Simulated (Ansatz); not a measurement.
One change: `FC(F)(F)O[SiH2]OC(F)(F)F` becomes `FC(F)(F)O[SiH3]`.

Ansatz, PBE0-D4/def2-TZVP geometries, multiplicity 1. Each molecule was computed in one conformer, which needn't be the lowest.

| property | `FC(F)(F)O[SiH2]OC(F)(F)F` |
| --- | --- |
| LUMO energy (PBE0/def2-TZVPP) / eV | 0.14 |
| LUMO energy (B3LYP/def2-TZVPP) / eV | -0.10 |
| size of the dipole moment (PBE/def2-TZVPP) / D | 2.07 |
| HOMO–LUMO gap (PBE/def2-TZVPP) / eV | 7.98 |
| HOMO energy (B3LYP/def2-TZVPP) / eV | -10.08 |
| HOMO energy (PBE0/def2-TZVPP) / eV | -10.28 |

(1) Give the same properties after the change, and the shifts. (Estimate.)

## Answers

(1) Ansatz gave: 
```csv
property,`FC(F)(F)O[SiH3]`,shift
LUMO energy (PBE0/def2-TZVPP) / eV,-0.21,-0.35
LUMO energy (B3LYP/def2-TZVPP) / eV,-0.44,-0.34
size of the dipole moment (PBE/def2-TZVPP) / D,2.02,-0.05
HOMO–LUMO gap (PBE/def2-TZVPP) / eV,7.10,-0.88
HOMO energy (B3LYP/def2-TZVPP) / eV,-9.53,0.55
HOMO energy (PBE0/def2-TZVPP) / eV,-9.74,0.54
```

With PBE0 the HOMO rises by 0.54 eV and the LUMO falls by 0.35 eV, so the gap narrows by about 0.89 eV. PBE moves the HOMO by 0.53 eV and ωB97M-V by 0.52 eV. Dipoles are sizes alone; their direction can turn.

B3LYP here is the variant with VWN-RPA as its local correlation; programs differ in this.
